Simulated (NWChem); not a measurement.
System: C2H3FSi; SMILES C#C[SiH2]F

Input file for NWChem:

```
start job
memory heap 200 mb stack 900 mb global 1100 mb
geometry units angstroms noautosym nocenter noautoz
  Si    -0.484862     0.624109    -0.000411
  F      0.842607     1.557515     0.000607
  C      0.018154    -1.132022    -0.001282
  C      0.335231    -2.306711    -0.001820
  H     -1.260826     0.925596    -1.230476
  H     -1.261684     0.924333     1.229412
  H      0.617761    -3.345207    -0.002158
end
basis spherical
  * library pcsseg-1
end
dft
  xc slater vwn_5
  iterations 150
end
property
  shielding 6 1 2 3 4 5 7
end
task dft property
```

The geometry was optimised at PBE0/def2-SVP.

GIAO values for the isolated, static molecule; σ is the absolute isotropic shielding, δ = σ(reference) − σ with the isolated reference molecule computed at the same levels (13C: tetramethylsilane, 19F: trichlorofluoromethane, 1H: tetramethylsilane, 29Si: tetramethylsilane).

Atoms are numbered as in the input.

### Question
Give the results of this calculation. (LDA (Slater exchange, VWN5)/pcSseg-1, GIAO.) Quantities: δ Si1 (ppm); δ F2 (ppm); δ C3 (ppm); δ C4 (ppm); δ H5 (ppm); δ H7 (ppm).

### Answer
```yaml
"δ Si1 (ppm)": -23.2
"δ F2 (ppm)": -238.1
"δ C3 (ppm)": 91.0
"δ C4 (ppm)": 110.1
"δ H5 (ppm)": 5.54
"δ H7 (ppm)": 2.45
```
